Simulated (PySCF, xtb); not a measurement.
BH6N, SMILES [BH3-][NH3+].

The structure is a stationary point at PBE-D3(BJ)/def2-TZVP.

The numbers are results of C-PCM-PBE0/def2-SVP (PySCF), not measurements.

The values are the electrostatic part of the solvation free energy, E(continuum) − E(gas) at the gas-phase geometry, in a cavity of scaled van der Waals radii (PySCF's table); cavitation and dispersion terms are not included. In vacuum the orbital gap is 8.17 eV. The dipole moment in vacuum is 5.70 D.

```csv
solvent,ε,ΔG(elec) (kcal/mol),dipole (D),gap (eV)
water,78.36,-14.5,6.77,9.75
methanol,32.61,-14.2,6.75,9.72
diethylether,4.24,-10.8,6.50,9.38
```

For comparison, GFN2-xTB/ALPB(water) (xtb, at the GFN2-xTB geometry, all terms of that model) gives -15.0 kcal/mol.
